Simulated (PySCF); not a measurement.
HOZn (SMILES [OH][Zn]), doublet, geometry from GFN2-xTB (such geometries of metal compounds can be far from the true shape) (the spin is typed, not shown lowest).

The PySCF input:
```python
from pyscf import gto, scf, dft

mol = gto.M(
    atom='''
Zn   -0.28958372   -0.17587211   -0.27250456
O     0.94444494    0.48302783    0.89466334
H     1.13195202    1.41194083    1.01783020
''',
    basis='def2-svp',
    spin=1,
    verbose=3,
)

mf = dft.UKS(mol)
mf.xc = 'pbe0'
mf.kernel()
```

Problem. What does this run give for the HOMO energy, nuclear repulsion energy, number of basis functions, Mulliken (on the basis functions themselves) charges in atom order?

Solution. 
| Quantity | Value |
|---|---|
| HOMO energy | -5.79 eV |
| nuclear repulsion energy | 80.5117 Eh |
| number of basis functions | 50 |
| Mulliken (on the basis functions themselves) charges in atom order | Zn1 0.41, O2 -0.58, H3 0.17 |

These values belong to the state on which the SCF converged, which isn't shown to be the lowest.
